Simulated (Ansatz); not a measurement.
CH6BFGe, SMILES `B[CH2][GeH2][F]`, relaxed with RKS PBE0-D4/def2-TZVP in Ansatz 0.2.0 from a PBE-D4/def2-SVP geometry. The force threshold is 0.005 eV/Å; the program also tests the step.

The species carries charge 0 and has multiplicity 1.

Start:

```xyz
10

B    -1.453   -0.663    0.210
C    -0.075   -0.287    0.789
Ge    0.942    0.611   -0.659
F     2.553    0.848    0.022
H    -1.623   -1.735   -0.344
H    -2.375    0.134    0.228
H     0.584   -1.138    1.058
H    -0.082    0.481    1.590
H     0.393    2.024   -0.979
H     1.135   -0.277   -1.914
```

```tsv
step	energy (eV)	largest force (eV/Å)	largest move (Å)
1	-61036.5235	0.475	0.000
2	-61036.5536	0.212	0.021
3	-61036.5559	0.128	0.017
4	-61036.5571	0.024	0.014
5	-61036.5574	0.009	0.021
6	-61036.5575	0.011	0.019
7	-61036.5575	0.010	0.015
8	-61036.5576	0.008	0.017
9	-61036.5576	0.009	0.016
10	-61036.5577	0.011	0.015
11 (rejected)	-61036.5576	0.025	0.011
12	-61036.5577	0.002	0.005
```

End:

```xyz
10

B    -1.463   -0.642    0.224
C    -0.068   -0.302    0.762
Ge    0.944    0.601   -0.659
F     2.497    0.933    0.062
H    -1.660   -1.672   -0.354
H    -2.361    0.147    0.312
H     0.562   -1.164    0.997
H    -0.048    0.428    1.576
H     0.366    1.968   -1.049
H     1.231   -0.297   -1.870
```

Hardware: 4 threads of an Intel Xeon Platinum 8488C on a shared host. Wall time 28 s, peak host memory 0.45 GiB.
